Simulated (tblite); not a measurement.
Record of a relaxation.

Species: C6H13PS.
Numbering: `[CH3:1][CH2:2][P@:3]1(=[S:4])[CH2:5][C@H:6]([CH3:7])[CH2:8]1` (hydrogens: H9, H10, H11 on C1; H12, H13 on C2; H14, H15 on C5; H16 on C6; H17, H18, H19 on C7; H20, H21 on C8)

Computed with GFN2-xTB (tblite), gas phase: L-BFGS steps from a force-field or distance-geometry start until the largest atomic force falls under 0.01 eV/Å. 5 of its 165 geometries are shown.

Step 0: E = -687.0702 eV, largest atomic force 2.028 eV/Å
```
atom  x, y, z in Å  |  force x, y, z in eV/Å
C1     -2.825    0.866    0.640   -0.767   0.512  -0.186
C2     -1.878   -0.300    0.666   -0.758  -0.549   1.552
P3     -0.691   -0.331   -0.674   -1.680   0.030  -1.135
S4     -1.332   -0.520   -2.506    0.103   0.053   0.416
C5      0.662   -1.362   -0.112    1.162  -0.472  -0.665
C6      1.574   -0.184   -0.593    0.656   0.180   1.547
C7      2.886   -0.041    0.170    0.047  -0.179   0.367
C8      0.531    0.939   -0.296    0.820   0.573  -0.526
H9     -3.501    0.839    1.504    0.187   0.008  -0.202
H10    -3.445    0.849   -0.265    0.167  -0.006   0.132
H11    -2.289    1.815    0.655    0.041  -0.012  -0.009
H12    -1.333   -0.285    1.628    0.058  -0.003  -0.303
H13    -2.449   -1.238    0.671    0.027  -0.019  -0.193
H14     0.693   -1.548    0.957    0.091   0.170   0.102
H15     0.822   -2.299   -0.639    0.052  -0.130  -0.056
H16     1.803   -0.254   -1.653   -0.262  -0.035  -0.164
H17     2.713    0.034    1.256   -0.024  -0.016  -0.406
H18     3.424    0.847   -0.146   -0.011   0.075  -0.051
H19     3.531   -0.906   -0.001   -0.107   0.076  -0.023
H20     0.583    1.802   -0.959    0.045   0.016  -0.038
H21     0.513    1.294    0.740    0.152  -0.273  -0.158
```

Step 41: E = -687.3787 eV, largest atomic force 0.061 eV/Å
```
atom  x, y, z in Å  |  force x, y, z in eV/Å
C1     -2.863    0.878    0.636   -0.005   0.004   0.007
C2     -1.932   -0.315    0.809   -0.029   0.036   0.010
P3     -0.755   -0.340   -0.622   -0.032   0.010   0.035
S4     -1.568   -0.495   -2.372   -0.018  -0.001   0.010
C5      0.736   -1.384   -0.234   -0.003   0.010   0.004
C6      1.634   -0.175   -0.582    0.006   0.000  -0.017
C7      2.896   -0.038    0.247    0.006   0.003   0.017
C8      0.580    0.936   -0.376   -0.009  -0.023  -0.003
H9     -3.615    0.900    1.422    0.009   0.005  -0.008
H10    -3.367    0.816   -0.328    0.003   0.006   0.016
H11    -2.296    1.808    0.664   -0.023  -0.008  -0.005
H12    -1.382   -0.256    1.751    0.046  -0.009  -0.039
H13    -2.497   -1.252    0.787    0.041   0.005  -0.026
H14     0.797   -1.651    0.821   -0.003  -0.008   0.001
H15     0.874   -2.273   -0.846    0.027   0.001   0.001
H16     1.897   -0.222   -1.642    0.014  -0.007  -0.011
H17     2.661    0.024    1.307   -0.035  -0.005   0.026
H18     3.437    0.863   -0.036    0.010  -0.003  -0.008
H19     3.547   -0.896    0.090    0.011   0.000  -0.012
H20     0.608    1.754   -1.094    0.008  -0.010   0.011
H21     0.602    1.337    0.638   -0.023  -0.006  -0.011
```

Step 82: E = -687.3920 eV, largest atomic force 0.020 eV/Å
```
atom  x, y, z in Å  |  force x, y, z in eV/Å
C1     -2.841    0.847    0.719    0.003  -0.001   0.002
C2     -1.790   -0.246    0.837    0.006  -0.003  -0.001
P3     -0.765   -0.304   -0.704   -0.004   0.015  -0.009
S4     -1.748   -0.470   -2.363   -0.004  -0.003   0.003
C5      0.714   -1.390   -0.382   -0.018  -0.005  -0.006
C6      1.660   -0.187   -0.608    0.000  -0.008   0.003
C7      2.765   -0.059    0.427   -0.008   0.004   0.001
C8      0.608    0.947   -0.566    0.012   0.001   0.004
H9     -3.513    0.829    1.575    0.000   0.002  -0.010
H10    -3.426    0.700   -0.189    0.000   0.002   0.015
H11    -2.373    1.829    0.664    0.011  -0.013  -0.011
H12    -1.135   -0.087    1.696    0.005   0.002   0.006
H13    -2.263   -1.228    0.932   -0.002   0.000  -0.006
H14     0.751   -1.774    0.637    0.004   0.002  -0.002
H15     0.840   -2.216   -1.080    0.011  -0.004  -0.004
H16     2.103   -0.244   -1.605    0.003   0.002   0.005
H17     2.348   -0.052    1.433    0.003   0.011  -0.001
H18     3.320    0.865    0.277    0.000  -0.001  -0.009
H19     3.459   -0.893    0.346   -0.015   0.000   0.008
H20     0.670    1.660   -1.387   -0.009  -0.001   0.015
H21     0.606    1.488    0.381    0.001  -0.001  -0.005
```

Step 123: E = -687.4033 eV, largest atomic force 0.026 eV/Å
```
atom  x, y, z in Å  |  force x, y, z in eV/Å
C1     -2.705    0.794    0.864    0.010   0.005  -0.002
C2     -1.529   -0.170    0.888    0.006  -0.012  -0.003
P3     -0.758   -0.273   -0.793   -0.005   0.011  -0.019
S4     -1.996   -0.444   -2.272    0.002   0.008   0.005
C5      0.720   -1.395   -0.665    0.000   0.005   0.002
C6      1.683   -0.185   -0.613   -0.011   0.013  -0.009
C7      2.401   -0.066    0.721   -0.011   0.010  -0.005
C8      0.653    0.945   -0.854   -0.010   0.004  -0.009
H9     -3.200    0.824    1.832    0.009   0.003   0.002
H10    -3.426    0.480    0.111    0.004  -0.007  -0.006
H11    -2.370    1.798    0.608    0.009   0.021   0.008
H12    -0.769    0.140    1.607    0.000  -0.006   0.013
H13    -1.863   -1.180    1.143   -0.010  -0.020  -0.004
H14     0.762   -2.045    0.208   -0.006  -0.012   0.008
H15     0.832   -2.003   -1.563    0.003  -0.005   0.003
H16     2.424   -0.228   -1.414    0.012  -0.004   0.008
H17     1.685    0.004    1.537   -0.013  -0.001   0.023
H18     3.030    0.821    0.737    0.002   0.011  -0.002
H19     3.031   -0.937    0.891    0.009   0.006  -0.012
H20     0.739    1.411   -1.837   -0.003  -0.014   0.000
H21     0.649    1.728   -0.097    0.002  -0.017   0.000
```

Step 164: E = -687.4114 eV, largest atomic force 0.009 eV/Å
```
atom  x, y, z in Å  |  force x, y, z in eV/Å
C1     -2.579    0.859    0.889   -0.006  -0.003  -0.003
C2     -1.547   -0.258    0.861    0.000   0.002  -0.004
P3     -0.772   -0.346   -0.816   -0.001  -0.004  -0.002
S4     -2.009   -0.547   -2.291   -0.002  -0.001   0.002
C5      0.744   -1.417   -0.673    0.002   0.005   0.001
C6      1.659   -0.171   -0.603   -0.004   0.002   0.000
C7      2.336   -0.006    0.748   -0.008  -0.001  -0.005
C8      0.594    0.918   -0.879    0.001  -0.002   0.003
H9     -3.090    0.889    1.849    0.003   0.003  -0.003
H10    -3.317    0.699    0.104    0.001   0.002   0.001
H11    -2.104    1.824    0.714   -0.001  -0.004   0.002
H12    -0.770   -0.106    1.613    0.005  -0.002   0.003
H13    -2.022   -1.228    1.036    0.000   0.000   0.001
H14     0.796   -2.072    0.195    0.001   0.004   0.000
H15     0.892   -2.013   -1.574    0.002   0.000   0.002
H16     2.426   -0.191   -1.381   -0.005   0.002   0.000
H17     1.601    0.016    1.550   -0.001  -0.001   0.001
H18     2.903    0.923    0.775    0.004  -0.005   0.004
H19     3.021   -0.831    0.931    0.001   0.003  -0.002
H20     0.675    1.365   -1.870    0.001  -0.003   0.001
H21     0.553    1.713   -0.136    0.007   0.001  -0.001
```

Task: Summarise the path.

Result: The energy falls by 32.92 kJ/mol from step 0 to step 164; nine tenths of that is first reached at step 38. It rises by more than 0.2 meV at step 96. The largest force goes from 2.028 to 0.009 eV/Å. Among the bonds P3–C5 changes most, from 1.792 to 1.862 Å; the atoms move by 0.728 Å rms after alignment.

Task: Follow the three bonds and two angles with the largest change from start to end.

Result: 
```tsv
step	E above end (kJ/mol)	largest force (eV/Å)	P3–C5 (Å)	P3–C8 (Å)	C2–P3 (Å)	P3–C8–C6 (°)	P3–C5–C6 (°)
0	32.92	2.028	1.792	1.802	1.790	84.7	84.9
7	8.55	0.257	1.851	1.854	1.847	87.3	87.4
14	5.51	0.172	1.868	1.868	1.860	88.4	88.4
21	4.24	0.059	1.868	1.864	1.851	88.7	88.5
29	3.72	0.073	1.866	1.862	1.849	88.7	88.6
36	3.37	0.064	1.862	1.863	1.850	88.8	88.8
43	3.05	0.060	1.861	1.863	1.852	88.9	88.9
50	2.82	0.038	1.863	1.860	1.850	89.2	89.1
57	2.67	0.037	1.864	1.862	1.851	89.3	89.2
64	2.47	0.051	1.862	1.864	1.850	89.6	89.6
71	2.17	0.057	1.860	1.864	1.850	89.8	89.9
78	1.92	0.022	1.862	1.863	1.851	90.3	90.3
86	1.83	0.021	1.862	1.862	1.852	90.6	90.6
93	1.70	0.048	1.861	1.863	1.851	90.9	91.0
100	1.45	0.045	1.861	1.863	1.850	91.1	91.3
107	1.18	0.054	1.861	1.862	1.852	91.3	91.3
114	0.94	0.041	1.860	1.864	1.852	91.3	91.4
121	0.81	0.030	1.861	1.864	1.852	91.2	91.4
128	0.70	0.035	1.861	1.864	1.851	91.2	91.3
135	0.51	0.049	1.860	1.864	1.850	91.2	91.3
143	0.27	0.039	1.860	1.863	1.850	91.2	91.3
150	0.16	0.022	1.863	1.862	1.850	91.3	91.2
157	0.03	0.023	1.862	1.861	1.849	91.3	91.3
164	0.00	0.009	1.862	1.862	1.850	91.3	91.2
```

What follows is the cost of the whole relaxation. The run took 1.1 s on one thread, Arm Neoverse V2 (aarch64), shared host with 32 logical CPUs at a one-minute load of 14.
